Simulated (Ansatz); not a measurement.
Calculated with Ansatz (gas phase, PBE0-D4/def2-TZVP geometries, no zero-point term in ΔE). CCSD(T)/CBS adds triple-zeta CCSD(T) − MP2 to the extrapolated MP2 energy (def2 sets, frozen cores). This one scheme is used for every species. DFT in def2-TZVPP. Each species was taken in one conformer, which may not be the lowest.

Consider the ligand exchange at the Si–F bond: `N[Si](N)(F)Cl` + HCl → `N[Si](N)(Cl)Cl` + H–F.

(1) Is it downhill or uphill in electronic energy at CCSD(T)/CBS, and by how much? (An estimate is asked.)

(2) What do these levels give: revPBE-D4, BLYP-D4, ωB97M-V, PBE, PBE0, LC-ωPBE? (An estimate is asked.)

Largest T1 diagnostic among the species: 0.010.

Answers

(1) Ansatz gave: Uphill: ΔE = +48.8 kJ/mol.

(2) The calculation gave: revPBE-D4 38.4, BLYP-D4 51.2, ωB97M-V 51.7, PBE 47.1, PBE0 47.7, LC-ωPBE 53.4 kJ/mol.

Leaving LDA and LC-ωPBE aside and taking each functional with its dispersion term where it has one, the values, not all of them listed here, spread over 21.2 kJ/mol, from revPBE-D4 to CAM-B3LYP-D4. The D4 term adds −7.7 kJ/mol with B3LYP and −4.1 kJ/mol with PBE0; it sums over pairs of atoms, weighted by their polarisabilities, and B3LYP, whose exchange is more repulsive, gets the larger term. At CCSD(T), def2-SVP lies +4.2 kJ/mol from the extrapolated value and def2-TZVPP +5.1 kJ/mol.

B3LYP here is the variant with VWN-RPA as its local correlation; programs differ in this.
